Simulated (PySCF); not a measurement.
Job for PySCF: R-M06-2X/def2-TZVPPD on H8OSi2 (a complex).

```python
from pyscf import gto, dft

mol = gto.M(
    atom='''
    O     0.76908816    0.68805834    0.74716409
    H     1.57405291    0.16663466    0.65640225
    H     0.17031394    0.35819565    0.06837880
    Si   -0.41443872   -1.20324546    2.98036106
    Si   -0.40263784    1.05231156    3.63386404
    H     0.95857397   -1.68697553    2.68953560
    H    -1.24251474   -1.40743409    1.76529253
    H    -0.97316663   -2.07258879    4.04811171
    H     0.97863920    1.58464875    3.66135002
    H    -0.96771571    1.18086658    5.00287681
    H    -1.23491927    1.86866936    2.72120219
    ''',
    basis='def2-tzvppd',
    charge=0, spin=0, verbose=4, max_memory=1800)
mf = dft.RKS(mol, xc='m062x').density_fit(auxbasis='def2-universal-jkfit')
mf.grids.level = 4
mf.conv_tol = 1e-9
mf.max_cycle = 150
mf.kernel()
mf.dip_moment()
```

### Question
Predict the final total energy.

### Answer
-658.9697 hartree.
